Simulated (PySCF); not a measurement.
Species: C4H4F3N.
Numbering: `[CH2:1]=[CH:2]/[N:3]=[CH:4]\[C:5]([F:6])([F:7])[F:8]` (hydrogens: H9, H10 on C1; H11 on C2; H12 on C4)

Computed geometry: GFN2-xTB, gas phase.

Entries marked ? are missing. Bonds in one row agree within 0.01 Å.

| coordinate | value |
| --- | --- |
| C1=C2 | ? |
| C2–N3 | ? |
| N3=C4 | 1.257 Å |
| C4–C5 | ? |
| C5–F6, C5–F7, C5–F8 | ? |
| C1–H9 | 1.076 Å |
| C1–H10 | 1.075 Å |
| C2–H11 | 1.087 Å |
| C4–H12 | 1.082 Å |
| C1–C2–N3 | ? |
| C2–N3–C4 | ? |
| N3–C4–C5 | 126.8° |
| C4–C5–F6 | ? |
| C4–C5–F7 | ? |
| F6–C5–F7 | 106.4° |
| F6–C5–F8 | 106.8° |

Question: Fill in the missing values.

Answer: 
- C1=C2 = 1.330 Å, drawn double (terminal =CH2 carbon to vinylic carbon bearing nitrogen); 0.13 Å below the sum of covalent radii, 1.46 Å.
- C2–N3 = 1.377 Å, drawn single (vinylic carbon bearing nitrogen to imine nitrogen); 0.06 Å below the sum of covalent radii, 1.44 Å.
- C4–C5 = 1.525 Å, drawn single (imine carbon to CF3 carbon); 0.03 Å above the sum of covalent radii, 1.49 Å.
- C5–F6, C5–F7, C5–F8 = 1.344 Å, drawn single (CF3 carbon to fluorine of a CF3 group); 0.01 Å above the sum of covalent radii, 1.33 Å.
- C1–C2–N3 = 118.7°, at the vinylic carbon bearing nitrogen; the outer atoms are 2.330 Å apart.
- C2–N3–C4 = 124.7°, at the imine nitrogen; the outer atoms are 2.334 Å apart.
- C4–C5–F6 = 112.5°, at the CF3 carbon; the outer atoms are 2.389 Å apart.
- C4–C5–F7 = 112.8°, at the CF3 carbon; the outer atoms are 2.393 Å apart.

Radii are Cordero's, carbon taken as 0.76, 0.73 or 0.69 Å for four, three, and two or fewer neighbours.

No frequency check. One conformer, not necessarily the lowest (C1–C2–N3–C4 165°).
